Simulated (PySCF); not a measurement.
**Spinor energies of Pt³³⁺ (platinum, charge +33)**

Start: [Kr] 4d9; 4d3/2 filled at m_j = -3/2, -1/2, +1/2, +3/2; 4d5/2 filled at m_j = -3/2, -1/2, +1/2, +3/2, +5/2. Calculated with PySCF 2.14 in an uncontracted even-tempered set (17 s from 3.3 bohr⁻², ratio 2.8; 14 p from 4.3 bohr⁻², ratio 2.8; 9 d from 4.3 bohr⁻², ratio 2.8; 3 f from 20 bohr⁻², ratio 3): generalised Hartree-Fock with the X2C-1e Hamiltonian and a Gaussian nucleus; one run each with spin-orbit coupling (SO) switched off, then screened by Boettger's factors.

| spinor shell | electrons | ε, spin-free (eV) | ε, screened SO (eV) | weight of nominal j (screened SO) | rms radius, screened SO (bohr) |
| --- | --- | --- | --- | --- | --- |
| 1s1/2 | 2 | -80110.6 | -80081.9 | 1.000 | 0.0194 |
| 2s1/2 | 2 | -15287.0 | -15277.8 | 1.000 | 0.0783 |
| 2p1/2 | 2 | -13429.5 | -14672.5 | 1.000 | 0.0663 |
| 2p3/2 | 4 | -13429.5 | -12938.2 | 1.000 | 0.0742 |
| 3s1/2 | 2 | -4633.1 | -4630.1 | 1.000 | 0.199 |
| 3p1/2 | 2 | -4083.0 | -4362.1 | 1.000 | 0.190 |
| 3p3/2 | 4 | -4083.0 | -3970.4 | 1.000 | 0.205 |
| 3d3/2 | 4 | -3481.6 | -3531.3 | 1.000 | 0.180 |
| 3d5/2 | 6 | -3481.6 | -3446.1 | 1.000 | 0.184 |
| 4s1/2 | 2 | -1907.7 | -1906.7 | 1.000 | 0.414 |
| 4p1/2 | 2 | -1704.7 | -1788.2 | 1.000 | 0.416 |
| 4p3/2 | 4 | -1704.7 | -1670.3 | 1.000 | 0.444 |
| 4d3/2 | 4 | -1466.5 | -1480.4 | 0.995 | 0.436 |
| 4d5/2 | 5 | -1466.5 | -1456.4 | 0.996 | 0.444 |

| quantity | spin-free | screened SO |
| --- | --- | --- |
| E (hartree) | -17820.52526 | -17847.94156 |
| M_J | 5/2 | 5/2 |
| ⟨J²⟩ | 8.751 | 8.751 |
| ⟨L²⟩ | 6.000 | 6.105 |
| ⟨S²⟩ | 0.750 | 0.855 |

Each row is a mean over spinors that exchange with the open shell spreads, by up to 15.366 eV (4p3/2).

Breit and QED terms are absent; they matter most for the inner s and p1/2 levels.

Densities and radii are taken from the X2C orbitals without a picture-change correction, which distorts them close to the nucleus.

Without spin-orbit coupling the j labels of p, d and f shells carry no meaning; the spin-free column gives the mean over the occupied spinors of each nl shell.
